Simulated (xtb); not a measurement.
C4H4N, doublet, geometry from GFN2-xTB; GFN2-xTB (xtb).

xtb was given this input:
```
$ xtb mol.xyz --gfn 2 --uhf 1 --opt --json

# file mol.xyz
9

H     -0.02216819     0.02578181     2.07218703
N     -0.01100368     0.03722541     1.06501021
C      0.01577759     1.15962534     0.28207507
C     -0.02026850    -1.06664492     0.26860244
C      0.02280243     0.72853871    -1.00533804
C      0.00054728    -0.66735377    -1.04553609
H      0.02721740     2.14433730     0.70122733
H     -0.04086179    -2.05616890     0.68202308
H     -0.00031443    -1.29952021    -1.90932923
```

The log (banner, timings and long lists left out):

```
   ID    Z sym.   atoms
    1    1 H      1, 7-9
    2    7 N      2
    3    6 C      3-6

           -------------------------------------------------
          |                Calculation Setup                |
           -------------------------------------------------

           -------------------------------------------------
          |                 G F N 2 - x T B                 |
           -------------------------------------------------

          ...................................................
          :                      SETUP                      :
          :.................................................:
          :  # basis functions                  24          :
          :  # atomic orbitals                  24          :
          :  # shells                           14          :
          :  # electrons                        25          :
          :  max. iterations                   250          :
          :  Hamiltonian                  GFN2-xTB          :
          :  restarted?                      false          :
          :  GBSA solvation                  false          :
          :  PC potential                    false          :
          :  electronic temp.          300.0000000     K    :
          :  accuracy                    1.0000000          :
          :  -> integral cutoff          0.2500000E+02      :
          :  -> integral neglect         0.1000000E-07      :
          :  -> SCF convergence          0.1000000E-05 Eh   :
          :  -> wf. convergence          0.1000000E-03 e    :
          :  Broyden damping             0.4000000          :
          :  net charge                          0          :
          :  unpaired electrons                  1          :
          ...................................................

 iter      E             dE          RMSdq      gap      omega  full diag
   1    -13.5641549 -0.135642E+02  0.421E+00    4.59       0.0  T
   2    -13.6173404 -0.531855E-01  0.310E+00    3.45       1.0  T
   3    -13.6252637 -0.792327E-02  0.173E+00    3.98       1.0  T
   4    -13.6236808  0.158294E-02  0.693E-01    3.67       1.0  T
   5    -13.6264905 -0.280978E-02  0.106E-01    3.89       1.0  T
   6    -13.6265077 -0.171991E-04  0.420E-02    3.86       1.0  T
   7    -13.6265109 -0.314719E-05  0.196E-02    3.88       1.7  T
   8    -13.6265126 -0.173133E-05  0.771E-03    3.87       4.3  T
   9    -13.6265129 -0.316181E-06  0.339E-03    3.87       9.8  T
  10    -13.6265130 -0.491365E-07  0.159E-03    3.87      21.0  T
  11    -13.6265130 -0.886243E-08  0.209E-04    3.87     159.7  T
  12    -13.6265130 -0.142210E-09  0.109E-04    3.87     305.9  T

   *** convergence criteria satisfied after 12 iterations ***

         :::::::::::::::::::::::::::::::::::::::::::::::::::::
         ::                     SUMMARY                     ::
         :::::::::::::::::::::::::::::::::::::::::::::::::::::
         :: total energy             -13.395629434672 Eh    ::
         :: gradient norm              0.000042632962 Eh/a0 ::
         :: HOMO-LUMO gap              3.871781469966 eV    ::
         ::.................................................::
         :: SCC energy               -13.626511957599 Eh    ::
         :: -> isotropic ES            0.004085394860 Eh    ::
         :: -> anisotropic ES          0.003571828706 Eh    ::
         :: -> anisotropic XC          0.008371002595 Eh    ::
         :: -> dispersion             -0.005011751074 Eh    ::
         :: repulsion energy           0.230882522928 Eh    ::
         :: add. restraining           0.000000000000 Eh    ::
         :: total charge              -0.000000000000 e     ::
         :::::::::::::::::::::::::::::::::::::::::::::::::::::

      -----------------------------------------------------------
     |                   =====================                   |
     |                        A N C O P T                        |
[...]
 * total energy  :   -13.3956294 Eh     change       -0.8072121E-10 Eh
   *** GEOMETRY OPTIMIZATION CONVERGED AFTER 1 ITERATIONS ***
         :: total energy             -13.395629434752 Eh    ::
[...]
        10        2.0000           -0.4442496             -12.0886
        11        2.0000           -0.3891615             -10.5896
        12        2.0000           -0.3682708             -10.0212
        13        1.0000           -0.3278284              -8.9207 (HOMO)
        14                         -0.1855412              -5.0488 (LUMO)
        15                         -0.1321851              -3.5969
        16                          0.0396351               1.0785
        17                          0.1449810               3.9451
        18                          0.1671500               4.5484
        19                          0.2169499               5.9035
        20                          0.2555339               6.9534
        21                          0.2949193               8.0252
        22                          0.4609780              12.5439
        23                          0.5926216              16.1261
        24                          0.6644885              18.0817
      -------------------------------------------------------------
                  HL-Gap            0.1422872 Eh            3.8718 eV
             Fermi-level           -0.3023672 Eh           -8.2278 eV

     #   Z          covCN         q      C6AA      α(0)
     1   1 H        0.860     0.155     1.369     1.833
     2   7 N        2.829    -0.087    22.923     7.111
     3   6 C        3.013    -0.010    28.238     8.717
     4   6 C        3.069    -0.012    28.246     8.715
     5   6 C        2.190    -0.083    32.761     9.260
     6   6 C        3.030    -0.055    29.326     8.883
     7   1 H        0.927     0.030     2.584     2.514
     8   1 H        0.926     0.029     2.607     2.525
     9   1 H        0.926     0.033     2.544     2.494

 Mol. C6AA /au·bohr⁶  :       1057.346082
 Mol. C8AA /au·bohr⁸  :      25681.043646
 Mol. α(0) /au        :         52.050838

Wiberg/Mayer (AO) data.
largest (>0.10) Wiberg bond orders for each atom

 ---------------------------------------------------------------------------
     #   Z sym  total        # sym  WBO       # sym  WBO       # sym  WBO
 ---------------------------------------------------------------------------
     1   1 H    0.976 --     2 N    0.946
     2   7 N    3.572 --     4 C    1.234     3 C    1.194     1 H    0.946
                             5 C    0.101
     3   6 C    3.936 --     5 C    1.584     2 N    1.194     7 H    0.972
                             4 C    0.149
     4   6 C    3.939 --     6 C    1.515     2 N    1.234     8 H    0.967
                             3 C    0.149
     5   6 C    3.150 --     3 C    1.584     6 C    1.365     2 N    0.101
     6   6 C    3.975 --     4 C    1.515     5 C    1.365     9 H    0.972
     7   1 H    0.999 --     3 C    0.972
     8   1 H    0.999 --     4 C    0.967
     9   1 H    0.999 --     6 C    0.972
 ---------------------------------------------------------------------------

Topologies differ in total number of bonds
Writing topology from bond orders to xtbtopo.mol

molecular dipole:
                 x           y           z       tot (Debye)
 q only:       -0.009      -0.111       0.645
   full:       -0.014      -0.192       0.995       2.576
molecular quadrupole (traceless):
                xx          xy          yy          xz          yz          zz
 q only:       -1.408       0.012      -0.233      -0.023       0.617       1.641
  q+dip:       -3.913       0.053       0.413      -0.055       1.573       3.500
   full:       -2.795       0.033       0.014      -0.042       1.186       2.781

optimized geometry written to: xtbopt.xyz

           -------------------------------------------------
          | TOTAL ENERGY              -13.395629434752 Eh   |
          | GRADIENT NORM               0.000043132249 Eh/α |
          | HOMO-LUMO GAP               3.871832932065 eV   |
           -------------------------------------------------
```
